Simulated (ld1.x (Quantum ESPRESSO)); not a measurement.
## Before and after: TM potential for antimony (Sb)

ld1.x (Quantum ESPRESSO) 7.5 input, shortened:

```
&input
   title='Sb', zed=51., rel=2, dft='PBE', iswitch=3,
   config='[Kr] 4d10 5s2 5p2.5 5d-2', rel_dist='average'
 /
 &inputp
   pseudotype=2, tm=.true., lloc=2,
   nlcc=.true., new_core_ps=.true., rcore=1.70
 /
3
5S  1  0   2.00   0.00  1.95  1.95  0.0
5P  2  1   2.50   0.00  1.95  1.95  0.0
5D  3  2  -2.00   0.30  1.65  1.65  0.0
 &test
   configts(1)='5s2 5p2.5'
 /
```

Open shells are filled in proportion to 2j + 1 (rel_dist='average').

Change: reference 5s2 5p3.

Cutoffs: the cutoffs (Ry, on a coarse ladder) from which the occupation-weighted sum of valence levels, in a spherical-Bessel basis at the reference potential, stays within 10 and 1 mRy of its value at 400 Ry; they do not see the model core or the augmentation charge, which bear on the density cutoff. Errors are all-electron minus pseudo energies relative to the spin-unpolarised reference configuration.

Question: What does the change do?

Answer: The potential gets neither clearly harder nor softer (30 Ry and 50 Ry → 30 Ry and 45 Ry); both files keep a bound ghost (p, s); the range in which the s phases agree widens (upper end 3.2 → 4.4).

```tsv
quantity	base	changed
cutoff, loose	30 Ry	30 Ry
cutoff, tight	50 Ry	45 Ry
loose cutoff by channel (10 mRy a level)	s 21 Ry, p 10 Ry	s 25 Ry, p 10 Ry
bound ghosts	s, p3/2, p1/2	s, p3/2, p1/2
largest error over its own tests, meV	-442	-486
s: phases at 2.14 bohr within 0.05 rad from the reference energy up to (Ry; the scan ends near 5)	3.2	4.4
p1/2: phases at 2.14 bohr within 0.05 rad from the reference energy up to (Ry; the scan ends near 5)	to the end of the scan	to the end of the scan
p3/2: phases at 2.14 bohr within 0.05 rad from the reference energy up to (Ry; the scan ends near 5)	to the end of the scan	to the end of the scan
d3/2: phases at 2.14 bohr within 0.05 rad from the reference energy up to (Ry; the scan ends near 5)	0.4	0.7
d5/2: phases at 2.14 bohr within 0.05 rad from the reference energy up to (Ry; the scan ends near 5)	0.7	0.8
```

 A true bound ghost makes a file unfit for plane-wave use even where its test errors are small: the radial tests pick states by their node count and pass the ghost by.
